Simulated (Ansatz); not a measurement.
Stretching the Se3–H4 bond in BeH2Se (SMILES [BeH][SeH]) (multiplicity 1 held, fragments rigid). Energies count from the point at 1.475 Å.
Geometry at that point (charge 0, multiplicity 1):
```xyz
4

Be    -0.6897    -0.7607    -1.4180
H     -1.2093    -1.3411    -2.4906
Se     0.0918     0.1603     0.2240
H      0.8465    -1.0648     0.5466
```

Restricted levels (R-, RO-) in cc, def2 and unpolarised 6-31G sets keep to the state of the molecule at rest. U- levels take the lowest unrestricted solution at each point, which mixes spins at long bonds. Levels need not reach the same state.

The values were computed with Ansatz (Gaussian orbitals). Values without a source in brackets are computed.

Task: One of these levels gives 3.621 eV for the energy at R = 4.719 Å. Which?
(A) U-r2SCAN/cc-pVTZ
(B) R-HF/cc-pVTZ
(C) R-r2SCAN/cc-pVTZ

Result: A, U-r2SCAN/cc-pVTZ. The others give 7.378 (R-HF/cc-pVTZ), 5.373 (R-r2SCAN/cc-pVTZ)

Doubts at one or more of the structures used: a restricted determinant that unrestricted orbitals would lower (R-HF/cc-pVTZ, R-r2SCAN/cc-pVTZ); a spin-contaminated determinant (U-r2SCAN/cc-pVTZ).

Ansatz is a quantum-chemistry and plane-wave program.
